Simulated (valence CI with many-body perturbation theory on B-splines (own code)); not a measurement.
Ladder of approximations for Zn XXIV

Computed by valence CI with perturbative core correlation (CI+MBPT): five valence electrons over a frozen Dirac-Fock core [He], a basis of 9 s, 9 p, 8 d, 6 f, 3 g, 1 h functions for each j, with the one-electron correlation potential Σ1, the two-electron term Σ2, the three-electron term Σ3, Breit, model QED; selected CI, second order for the rest (own B-spline code, finite nucleus).

No measured levels were compared; by estimate levels of excited configurations hold to 0.05 to 0.15 % of their energy, terms of the ground configuration to about 0.5 %. Among the levels kept, up to 2200 cm⁻¹ of a level comes from second order outside the variational space, and about a tenth of that is noise between levels of different J, which matters for small intervals.

Each rung adds one term. CI alone is the Dirac-Coulomb CI over the frozen core; QED comes last and gives the full result, which names the levels. Energies are above (2s^2 2p1/2^2 2p3/2) J=3/2 on the same rung, in × 10³ cm⁻¹.

Levels are named by their leading jj configuration (3d3/2^4 stands for four electrons in 3d with j = 3/2), which in mixed levels can hold well under half, so a name can repeat and another be missing. Letters in brackets count levels of one name in rising energy.

| Level | CI alone |
| --- | --- |
| (2s^2 2p1/2 2p3/2^2) J=3/2 | 188.81 |
| (2s^2 2p1/2 2p3/2^2) J=5/2 | 260.97 |
| (2s^2 2p1/2 2p3/2^2) J=1/2 | 358.63 |
| (2s^2 2p3/2^3) J=3/2 | 507.42 |
| (2s 2p1/2^2 2p3/2^2) J=5/2 | 965.26 |
| (2s 2p1/2 2p3/2^3) J=3/2 [a] | 1093.6 |
| (2s 2p1/2^2 2p3/2^2) J=1/2 [a] | 1118.4 |
| (2s 2p1/2 2p3/2^3) J=3/2 [b] | 1338.3 |
| (2s 2p1/2 2p3/2^3) J=5/2 | 1385.9 |
| (2s 2p1/2^2 2p3/2^2) J=1/2 [b] | 1525.3 |
| (2s 2p1/2 2p3/2^3) J=3/2 [c] | 1593.8 |
| (2s 2p3/2^4) J=1/2 | 1782.5 |
| (2p1/2^2 2p3/2^3) J=3/2 | 2468.8 |
| (2p1/2 2p3/2^4) J=1/2 | 2678.2 |
| (2s^2 2p1/2^2 3s) J=1/2 | 10010 |
| (2s^2 2p1/2 2p3/2 3s) J=3/2 [a] | 10161 |

Q: What do these energies become with core correlation, Breit and QED?

A: (2s^2 2p1/2 2p3/2^2) J=3/2 187.97 (-0.84); (2s^2 2p1/2 2p3/2^2) J=5/2 254.34 (-6.62); (2s^2 2p1/2 2p3/2^2) J=1/2 357.36 (-1.27); (2s^2 2p3/2^3) J=3/2 500.71 (-6.71); (2s 2p1/2^2 2p3/2^2) J=5/2 956.72 (-8.54); (2s 2p1/2 2p3/2^3) J=3/2 [a] 1084.8 (-8.82); (2s 2p1/2^2 2p3/2^2) J=1/2 [a] 1110.6 (-7.81); (2s 2p1/2 2p3/2^3) J=3/2 [b] 1328.8 (-9.51); (2s 2p1/2 2p3/2^3) J=5/2 1372.3 (-13.56); (2s 2p1/2^2 2p3/2^2) J=1/2 [b] 1517.0 (-8.30); (2s 2p1/2 2p3/2^3) J=3/2 [c] 1579.6 (-14.26); (2s 2p3/2^4) J=1/2 1767.4 (-15.07); (2p1/2^2 2p3/2^3) J=3/2 2452.4 (-16.38); (2p1/2 2p3/2^4) J=1/2 2657.3 (-20.86); (2s^2 2p1/2^2 3s) J=1/2 10010 (-0.31); (2s^2 2p1/2 2p3/2 3s) J=3/2 [a] 10156 (-4.86).

Q: How does the ionisation energy move along the ladder, and which term matters most?

A: CI alone 2213.5, + Σ1 2213.8, + Σ2 2213.8, + Σ3 2213.7, + Breit 2213.1, + QED 2213.1 eV. The largest step is Breit, -0.6 eV. NIST lists 2214 ± 8 eV (semi-empirical).
